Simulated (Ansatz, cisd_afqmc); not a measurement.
Species: Tl, charge 0, doublet.

Total energies in def2-SVPD, 3 correlated electrons, 9 frozen orbitals. UHF or UKS for unpaired electrons; spin-orbit terms are left out. Correlated methods leave the cores frozen (noble-gas shells, and filled d and f shells in the p block). Past Kr the def2 sets carry scalar-relativistic core potentials. AFQMC/CISD: phaseless, guided by CISD from CCSD amplitudes; bars are statistical, one sigma. Outlying blocks are dropped, and bars are widened where a walk drifts. Over all cases where full CI ran beside it in this data, AFQMC minus full CI had a median of +0.1 mEh and passed +0.4 mEh in a tenth of the cases. Spin-orbit terms, left out, reach several kcal/mol for Br and I, and more for heavier atoms.

```json
[
 {"method": "HF", "program": "Ansatz", "energy (Eh)": "-171.51361", "minus CCSDT (mEh)": "32.16"},
 {"method": "MP2", "program": "Ansatz", "energy (Eh)": "-171.53540", "minus CCSDT (mEh)": "10.38"},
 {"method": "CCSD", "program": "Ansatz", "energy (Eh)": "-171.54536", "minus CCSDT (mEh)": "0.42"},
 {"method": "CCSD(T)", "program": "Ansatz", "energy (Eh)": "-171.54565", "minus CCSDT (mEh)": "0.13"},
 {"method": "CCSDT", "program": "Ansatz", "energy (Eh)": "-171.54577", "minus CCSDT (mEh)": "0.00"},
 {"method": "AFQMC/CISD", "program": "cisd_afqmc", "energy (Eh)": "-171.5458 ± 0.0001", "minus CCSDT (mEh)": "0.0 ± 0.1"}
]
```

Ansatz is an electronic-structure program.
